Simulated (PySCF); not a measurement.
Species: H₆OS₂Si₂.
Structure used (PBE0-D3(BJ)/def2-SVP), in Å, numbered top down from 1:
```xyz
11
H6OS2Si2 angstrom
S      2.0997    0.4507    1.0409
Si     1.4326   -0.1736   -0.8998
O     -0.1609   -0.6217   -0.9080
Si    -1.6015   -0.5346   -0.0943
S     -1.7100    1.1533    1.2247
H      1.4214    1.6199    1.0048
H      2.2702   -1.3548   -1.2323
H      1.6208    0.9288   -1.8804
H     -2.6946   -0.3250   -1.0778
H     -1.7854   -1.7931    0.6773
H     -0.8531    0.6249    2.1275
```

Theory: PySCF 2.14.0, PBE0-D3(BJ)/def2-SVP geometry optimisation, gas phase.

Masses are those of the commonest isotopes; rigid-rotor values at the optimised geometry. The values belong to one conformer with, in the numbering `[SH:1][SiH2:2][O:3][SiH2:4][SH:5]`, H–S1–Si2–O3 -73°, S1–Si2–O3–Si4 18°, Si2–O3–Si4–S5 23°, O3–Si4–S5–H -73°.

**Question.** What are A, B and C (MHz)?

**Answer.** Ia = 189.55, Ib = 409.73, Ic = 560.17 u·Å²; 505379 MHz·u·Å²/I gives A = 2666, B = 1233, C = 902.2 MHz.

**Question.** Classify the top.

**Answer.** An asymmetric top: κ = (2 × 1233 − 2666 − 902.2)/(2666 − 902.2) = -0.62.

**Question.** Is it planar, by Δ = Ic − Ia − Ib?

**Answer.** Not planar: Δ = Ic − Ia − Ib = -39.11 u·Å². For a rigid frame Δ = −2 Σ m c², so Σ m c² = 19.56 u·Å² lies off the ab plane: 7.93 from hydrogen and 11.63 from heavier atoms. The atom farthest from that plane is 1.81 Å away.

**Question.** Give the other two planar moments, Paa and Pbb, and the rms extents of the mass along the axes.

**Answer.** Paa = Σ m a² = (Ib + Ic − Ia)/2 = 390.17 and Pbb = Σ m b² = (Ia + Ic − Ib)/2 = 170.00 u·Å². With the mass M = 141.94 u, the rms extents √(P/M) along a, b and c are 1.66, 1.09, 0.37 Å.

**Question.** List the rotational levels J(Ka,Kc) to J = 2 (MHz).

**Answer.** Above 0(0,0):
J = 1: 1(0,1) 2136, 1(1,1) 3568, 1(1,0) 3900
J = 2: 2(0,2) 6356, 2(1,2) 7508, 2(1,1) 8502, 2(2,1) 12800, 2(2,0) 12851
The levels of one J sum to (2J + 1)J(J + 1)(A + B + C)/3.

**Question.** Predict some low-J microwave lines.

**Answer.** The dipole components are |μa| = 0.03 D, |μb| = 0.31 D, |μc| = 0.00 D. The squared components, which scale the intensities, stand as 0.01 : 1.00 : 0.00 (a : b : c). Some of the stronger lines:

| type | branch | J(Ka,Kc) | MHz | lower level (cm⁻¹) |
| --- | --- | --- | --- | --- |
| b | Q | 2(1,1) ← 2(0,2) | 2146 | 0.212 |
| b | R | 2(0,2) ← 1(1,1) | 2788 | 0.119 |
| b | Q | 3(1,2) ← 3(0,3) | 2805 | 0.419 |
| b | R | 1(1,1) ← 0(0,0) | 3568 | 0.000 |
| b | Q | 2(2,0) ← 2(1,1) | 4349 | 0.284 |
| b | R | 3(0,3) ← 2(1,2) | 5058 | 0.250 |
| b | R | 2(1,2) ← 1(0,1) | 5373 | 0.071 |
| b | R | 2(2,1) ← 1(1,0) | 8901 | 0.130 |
| b | R | 2(2,0) ← 1(1,1) | 9283 | 0.119 |
| b | R | 3(3,1) ← 2(2,0) | 14377 | 0.429 |

Whether it is a minimum is left open (no frequencies). No vibrational averaging or centrifugal distortion is included, and the geometry carries the error of its method.
